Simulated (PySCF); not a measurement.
Computed with PBE0-D3(BJ)/def2-TZVP run with PySCF. Isolated molecules, 0 K electronic values unless said otherwise. Delta-SCF ions had no search for a lower state. 

Reference species (SMILES): `C=[SiH]C` (neutral, multiplicity 1).

The LUMO is -0.65 eV. The vertical ionisation energy (Delta-SCF) comes out as 8.25 eV.

Changed species: `[SiH3]C=C`.

Task: What does the change do to the LUMO and vertical ionisation energy (Delta-SCF)?

Result: the LUMO goes up by 0.18 eV, to -0.47 eV; the vertical ionisation energy (Delta-SCF) increases by 1.91 eV, to 10.16 eV.
